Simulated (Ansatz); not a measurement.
Coupled-cluster diagnostics for BiH2(iPr) (C3H9Bi), Ansatz.

Geometry of the singlet (PBE0-D4/def2-SVP):

```xyz
13

Bi    0.472   -0.083    2.122
C    -0.247    0.042   -0.067
C     0.007   -1.284   -0.761
C     0.429    1.213   -0.758
H    -0.477    1.371    2.596
H    -0.901   -1.147    2.592
H    -1.330    0.225    0.009
H    -0.521   -2.118   -0.274
H     1.081   -1.535   -0.787
H    -0.337   -1.247   -1.811
H     0.093    1.293   -1.808
H     0.204    2.173   -0.268
H     1.526    1.097   -0.783
```

In the def2 sets Bi takes a core potential; there is no spin–orbit coupling. Correlated methods freeze 7 core orbitals; core or outer-core shells of Bi are correlated, in sets that lack core-valence functions. Another isomer (singlet) lies 0.39 eV lower at PBE0-D4/def2-TZVP; other spin states weren't run for this one.

Q: Estimate the CCSD(T) correlation energy, the shares of MP2 and (T), T1 and the reference's ⟨S²⟩ for: charge 0, singlet, own geometry in def2-SVP; and the rough time on 2 threads of Arm Neoverse V1 on a shared host.

A: 
```tsv
state	basis	correlation (eV)	MP2 share (%)	(T) share (%)	T1	⟨S²⟩ (pure)	wall time
charge 0, singlet, own geometry	def2-SVP	-17.739	87.7	3.0	0.010	0.00 (0.00)	17 s
```
Customary marks for T1 are 0.02 (closed shells), 0.045 (open shells) and about 0.05 (3d metals). T1 stays under 0.02 throughout.
